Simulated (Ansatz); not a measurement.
One geometry of Ag₂Au₄⁺, several levels of theory.

```yaml
crystal:
  periodic: [false, false, false]
  atoms:
    - {symbol: Au, position_ang: [-1.090194, -1.183613, -0.021480]}
    - {symbol: Au, position_ang: [2.114740, 2.280360, 0.056912]}
    - {symbol: Au, position_ang: [-0.427550, 1.551708, 0.097739]}
    - {symbol: Au, position_ang: [0.832701, -2.993618, -0.165752]}
    - {symbol: Ag, position_ang: [-3.029836, 0.732483, 0.083648]}
    - {symbol: Ag, position_ang: [1.600149, -0.387320, -0.051066]}
basis:
  gaussian: {orbitals: def2-TZVP, initial_orbitals: start.molden}
total_charge: 1
magnetization: {spin_polarized: true, initial_magnetization: 1}
correlation: {method: mp2}
scf: {omitted_lower_state_checks: [starts]}
output: {orbitals: {seedname: orbitals}}
```

The file start.molden holds the orbitals of an earlier run on this structure, at another level or in another basis.

```sh
$ ansatz run in.yaml --threads 4 --pin off --events-out ev --progress --plain --max-ram 4787MiB
```

It prints (some lines left out):

```
Functional definition: HF
2284 factors; integrals over basis functions are off by at most 1.4e-4 eV
mean field evaluation 1: about -22617.9782 eV, gradient 2.1e1 eV
mean field evaluation 2: about -22620.1331 eV, gradient 2.3e0 eV
mean field evaluation 4: about -22621.2662 eV, gradient 2.2e0 eV
mean field evaluation 8: about -22621.3127 eV, gradient 3.7e-3 eV
mean field -22621.31271169 eV, -831.3179088783 hartree, gradient 2.9e-6 eV, S^2 0.816964; 0 other end points of the search recorded, 0 dependent functions left out
reference -22621.31271169 eV, -831.3179088783 hartree; 57, 56 occupied and 183, 184 virtual orbitals, 2284 factors
second order -73.18236727 eV of doubles, -0.00000000 eV of singles
Total energy: -22694.49507897 eV, -834.0073112708 hartree
Checks for a lower state left out: starts
```

It took 24 s on 4 threads of Arm Neoverse V2 on a shared host, peak host memory 1.3 GiB.

The first input with `hamiltonian: {xc: pbe}`, `correlation: {method: rpa}` and without the key `output` (abridged; 38 s):

```
Functional definition: PBE
mean field -22777.21483891 eV, -837.0472063791 hartree, gradient 2.0e-6 eV, S^2 0.751479
Total energy: -22709.91657791 eV, -834.5740409038 hartree
Checks for a lower state left out: starts
```

Geometry: PBE-D4/def2-SVP.

In the def2 sets Ag, Au take a core potential; there is no spin–orbit coupling. Correlated methods freeze no core orbitals; core or outer-core shells of Au, Ag are correlated, in sets that lack core-valence functions. No other spin state of charge 1 was run. Another isomer (doublet) lies 0.26 eV lower at PBE0-D4/def2-TZVP; other spin states weren't run for this one.
